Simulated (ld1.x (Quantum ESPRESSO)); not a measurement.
Before and after: PAW potential for cadmium

cadmium, PAW, made with ld1.x (Quantum ESPRESSO) 7.5 (PBEsol, scalar-relativistic). Core [Kr], reference 4d10 5s2 5p0. Waves: 5s (bound): rcut 1.65, rcutus 2.10 bohr; 5s channel at 1.2 Ry: rcut 1.65, rcutus 2.10 bohr; 5p (bound, empty): rcut 2.80, rcutus 3.50 bohr; 5p channel at 4.25 Ry: rcut 2.80, rcutus 3.50 bohr; 4d (bound): rcut 0.90, rcutus 1.20 bohr; 4d channel at 2.35 Ry: rcut 0.90, rcutus 1.20 bohr. Local part: all-electron potential smoothed inside 1.10 bohr (lloc = -2). Core correction: Bessel-smoothed model core inside 1.00 bohr. Augmentation charge: PSQ, radius 1.00 bohr.

Change: local potential all-electron potential smoothed inside 2.68 bohr (lloc = -2).

Cutoffs: the cutoffs (Ry, on a coarse ladder) from which the occupation-weighted sum of valence levels, in a spherical-Bessel basis at the reference potential, stays within 10 and 1 mRy of its value at 400 Ry; they do not see the model core or the augmentation charge, which bear on the density cutoff. Errors are all-electron minus pseudo energies relative to the spin-unpolarised reference configuration.

Problem. How do hardness, ghosts and transferability respond?

Solution. The potential gets neither clearly harder nor softer (80 Ry and 140 Ry → 80 Ry and 140 Ry); the bound ghosts move from p, s to s; the number of tests with a reliable result goes from 7 to 5 (the test run of the changed file stopped, so its transferability is not established); of the 5 tests that both files solve, the error grows in 2 and shrinks in 0 by more than 15 % and 0.3 meV (median size 9.7 → 11.6 meV). A state that the projectors do not describe sees the local part alone, so a deeper or shallower local part can create or remove a ghost.

```csv
quantity,base,changed
"cutoff, loose",80 Ry,80 Ry
"cutoff, tight",140 Ry,140 Ry
loose cutoff by channel (10 mRy a level),"s 6 Ry, d 60 Ry","s 8 Ry, d 60 Ry"
bound ghosts,"s, p",s
tests with a reliable result,7 of 7,5 of 7 (the test run stopped)
"error for 4d10 5s1 5p0, meV [ΔE 9.31 eV]",-2.5,-2.8
"error for 4d10 5s0 5p0, meV [ΔE 26.40 eV]",-9.7,-12
"error for 4d9 5s0 5p0, meV [ΔE 64.40 eV]",-127,-127
"error for 4d10 5s0 5p1, meV [ΔE 15.16 eV]",-0.7,+2.3
"error for 4d8 5s0 5p0, meV [ΔE 118.44 eV]",-582,-586
s: phases at 3.80 bohr within 0.05 rad from the reference energy up to (Ry; the scan ends near 5),to the end of the scan,to the end of the scan
p: phases at 3.80 bohr within 0.05 rad from the reference energy up to (Ry; the scan ends near 5),1.8,1.5
d: phases at 3.80 bohr within 0.05 rad from the reference energy up to (Ry; the scan ends near 5),to the end of the scan,to the end of the scan
lowest overlap eigenvalue by channel,"s 0.40, p 0.05, d 0.95","s 0.63, p 0.40, d 0.99"
```

 A true bound ghost makes a file unfit for plane-wave use even where its test errors are small: the radial tests pick states by their node count and pass the ghost by.
